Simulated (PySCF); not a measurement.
Dipole response of F(2+) (fluorine, charge +2)

[He] 2s2 2p3, high-spin 4S determinant. Computed with PySCF 2.14 in dyall-acv3z (15s9p4d2f, 76 functions), with no relativity, point nucleus. Coupled (time-dependent) response in atomic units; α is the mean over directions.

```
 method  mean α (bohr³)  C₆ (like pair)  S(−4)
    UHF           1.273           1.560  1.568
    PBE           1.252           1.594  1.275
   PBE0           1.246           1.571  1.303
  TPSSh           1.262           1.609  1.310
r2SCANh           1.282           1.637  1.411
```

S(−4) is the Cauchy moment in α(ω) = α(0) + S(−4) ω² + …

α(iu) at UHF:

```
u (hartree)  α(iu) (bohr³)
          0          1.273
     0.0500          1.269
      0.100          1.258
      0.200          1.216
      0.300          1.155
      0.500          1.015
      0.750         0.8570
       1.00         0.7319
       1.50         0.5528
       2.00         0.4302
       3.00         0.2769
       5.00         0.1379
```

A single London oscillator, α(iu) = α/(1 + u²/ω²), gives C₆ = (3/4) ω α². Matching the computed C₆ needs ω = 4 × 1.560 / (3 × 1.273²) = 1.28 hartree.

For an ion, C₆ is the dispersion term alone; charge-induced terms of lower order in 1/R come first.
